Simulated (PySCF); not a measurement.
How methods differ on the ionisation energy of Cu⁺

Cu⁺ [Ar] 3d10 (1S) → Cu²⁺ [Ar] 3d9 (2D), as a difference of total energies. Computed with PySCF 2.14 in aug-cc-pwCVTZ-DK with one added diffuse shell each of s, p, d, f, g type (11s10p8d5f4g, 152 functions), with the spin-free X2C one-electron Hamiltonian (Gaussian nucleus). Correlated levels: valence: [Ar] frozen; valence and next inner shell: [Ne] frozen; nothing frozen. The calculations carry no spin-orbit coupling.

| method | ionisation energy (eV) | plus first-order spin-orbit estimate | error of that sum (eV) |
| --- | --- | --- | --- |
| UHF | 17.130 | 17.014 | -3.278 |
| LDA | 21.557 | 21.442 | +1.150 |
| PBE | 20.938 | 20.823 | +0.531 |
| PBE0 | 20.227 | 20.111 | -0.181 |
| r2SCAN | 20.342 | 20.226 | -0.066 |
| MP2 (valence) | 20.895 | 20.779 | +0.487 |
| SCS-MP2 (valence) | 20.451 | 20.336 | +0.044 |
| MP2 (valence and next inner shell) | 21.569 | 21.454 | +1.162 |
| SCS-MP2 (valence and next inner shell) | 20.981 | 20.865 | +0.573 |
| MP2 (all electrons) | 21.583 | 21.467 | +1.175 |
| SCS-MP2 (all electrons) | 20.987 | 20.872 | +0.580 |

Reference: 20.292 eV (measured; NIST Atomic Spectra Database, ionization energies).

A first-order spin-orbit estimate (lowest level to lowest level, LS coupling) adds -0.115 eV.
